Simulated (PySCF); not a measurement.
Input of a run (PBE0-D3(BJ)/def2-SVP geometry optimisation, gas phase (PySCF 2.14.0)), started from GFN2-xTB:
```
{"job": {"xc": "PBE0", "basis": "def2-SVP", "d3": "d3bj", "grid": 1, "kind": "geom"}, "charge": 0, "multiplicity": 1}
O      1.085585    -1.117379     1.667445
C      0.725629    -0.528426     0.697250
C     -0.410321    -0.902677    -0.251058
F     -1.126555    -1.965132     0.221606
C     -1.293097     0.332895    -0.380594
S     -0.277764     1.788486     0.117033
C      1.249362     0.830985     0.241899
F      1.866475     0.717960    -0.979628
H      0.022919    -1.207592    -1.214248
H     -1.660359     0.494217    -1.392026
H     -2.131968     0.259352     0.310827
H      1.951292     1.296626     0.935469
```

Output (energies in Eh, forces in Eh/bohr):
```
step   0  E = -826.88062238  max force = 0.010903
step   1  E = -826.88177086  max force = 0.005472
step   2  E = -826.88197290  max force = 0.002265
step   3  E = -826.88202636  max force = 0.001583
step   4  E = -826.88205366  max force = 0.002081
step   5  E = -826.88207204  max force = 0.001655
step   6  E = -826.88208049  max force = 0.000579
step   7  E = -826.88208279  max force = 0.000597
step   8  E = -826.88208327  max force = 0.000851
step   9  E = -826.88208470  max force = 0.000639
step  10  E = -826.88208587  max force = 0.000346
optimisation converged
```

Summarise the run.

The energy falls by 3.8 kJ/mol over 11 energy and gradient evaluations, the largest force component goes from 0.0109 to 3.5e-04 Eh/bohr, and the atoms move by 0.093 Å rms after alignment. Among the bonds, C3–F4 and C5–H11 change most and about equally (-0.011 to +0.010 Å). Bonds longer at the end by more than 0.005 Å: 4 of 12; shorter: 2. Among the angles that change most is F4–C3–H9, from 107.1° to 109.5°. Among the dihedrals that turn most is H9–C3–C5–H10, from 22° to 33°. The energy never rose by more than 1e-6 Eh on the way. The first step brought 78 % of the lowering.

What are the final bond lengths?

O1=C2 1.195 Å, C2–C3 1.523 Å, C3–F4 1.355 Å, C3–C5 1.522 Å, C5–S6 1.842 Å, S6–C7 1.798 Å, C7–F8 1.375 Å, C2–C7 1.525 Å, C3–H9 1.105 Å, C5–H10 1.098 Å, C5–H11 1.100 Å, C7–H12 1.099 Å. Numbering counts from 1 in the input's order; the species is `O=C1[C@@H](F)CS[C@@H]1F`.

The run used 136 basis functions and 74 SCF cycles in all.

No frequency check. One conformer, not necessarily the lowest.
